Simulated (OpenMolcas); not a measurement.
# OpenMolcas timings: CH2GeN (SMILES N#[C][GeH2])

CH2GeN: 5 atoms, total charge 0, spin state doublet. As SMILES, `N#[C][GeH2]`. The coordinates come from a PBE0-D4/def2-TZVP relaxation.

```tsv
atom	x (Å)	y (Å)	z (Å)
N	1.5907	-1.0293	1.2932
C	0.8384	-0.5359	0.5704
Ge	-0.3159	0.2414	-0.7401
H	-1.6589	-0.4980	-0.6959
H	-0.4043	1.7484	-0.4689
```

Program: OpenMolcas 26.06. Hardware: 1 thread of Arm Neoverse V1, shared host, so times are rough. Two-electron integrals are exact unless an approximation is named.

Task: Estimate their order by wall time, quickest first.
A. gradient at UHF/def2-SVPD
B. gradient at UHF/STO-3G
C. gradient at UPBE/def2-SVPD, grid UltraFine

Result: B (2.5 s), A (16 s), C (46 s).
